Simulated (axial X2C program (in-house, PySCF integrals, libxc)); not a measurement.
Worked dissociation energy of NaHg⁺: CCSD, without spin–orbit coupling

All values were computed with an axial X2C code built on PySCF integrals. Spin-free means the one-electron spin-free X2C Hamiltonian. Basis: Hg dyall-cv3z [13s14p9d6f4g], Na dyall-cv3z [9s8p5d2f] (cores contracted in-house); Gaussian nuclei, density fitting, unrestricted open shells. Masses: Hg 201.971 u, Na 22.990 u.

Molecular state: M_S = 0, Λ = 0 (closed shell).

Correlated methods: 12 electrons correlated (number of frozen shells: Hg 5 s, 4 p, 2 d, 1 f; Na 2 s, 1 p), 310 virtual spin orbitals or spinors in MP2, 90 natural virtuals in coupled cluster.

- E(Hg) (2M_S = 0, M_L = 0): -19620.571875 hartree
- E(Na+) (2M_S = 0, M_L = 0): -161.885879 hartree
- E(NaHg⁺) at Re: -19782.468942 hartree
- ωe: 107.7 cm⁻¹
- ωexe: 1.22 cm⁻¹

Task: Work out De and D0.

Result: De = -19620.571875 + (-161.885879) − (-19782.468942) = 0.01119 hartree = 0.304 eV. The zero-point energy is ωe/2 − ωexe/4 = 54 cm⁻¹ = 0.007 eV, so D0 = 0.298 eV.

The state is a single determinant with fixed occupations, the lowest that a limited PBE0 search found. De is counted from the lowest determinant-based energies of the atoms at the same level, without counterpoise correction. CCSD ran in a truncated set of natural virtual spinors with an MP2 remainder; without triples it tends to underbind. With the outer-core shells frozen, correlated bond lengths of heavy atoms tend to come out a few hundredths of an ångström too long.

Each atomic determinant is the lowest at this level and need not be a pure term. Totals compare only within one Hamiltonian and basis.
